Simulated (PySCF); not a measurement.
C₄H₃Cl₂F.

```xyz
10

F     -1.5783    -0.4114     0.0000
C     -0.5176     0.3930     0.0000
C      0.7870    -0.2277     0.0000
C      1.1112    -1.5303     0.0000
Cl     0.0339    -2.8635     0.0000
C     -0.7616     1.7171     0.0000
Cl     0.4658     2.9141     0.0000
H      1.6225     0.4761     0.0000
H      2.1604    -1.8332     0.0000
H     -1.7873     2.0885     0.0000
```

Geometry: PBE0-D3(BJ)/def2-SVP. The structure was generated by enumeration; whether it is a known compound was not checked. The values are those of a single conformer.

Level of theory: B3LYP/pcSseg-1 run with PySCF. Non-relativistic, no solvent.

Give the absolute GIAO shielding of each atom: isotropic value and principal components (ppm). (Estimate from the structure and the level; the computed values follow.)


```tsv
atom	σ(iso)	σ11	σ22	σ33	span
F1	299.0	218.4	279.7	398.8	180.3
C2	11.3	-85.6	50.5	69.1	154.7
C3	56.7	-58.3	77.0	151.3	209.6
C4	41.3	-47.1	48.0	122.9	170.0
Cl5	691.2	432.9	781.6	859.2	426.3
C6	60.4	-14.5	76.0	119.7	134.2
Cl7	785.5	629.7	791.4	935.3	305.6
H8	25.0	21.2	22.3	31.6	10.4
H9	25.2	20.2	26.4	29.1	8.9
H10	25.5	20.9	26.6	29.0	8.0
```
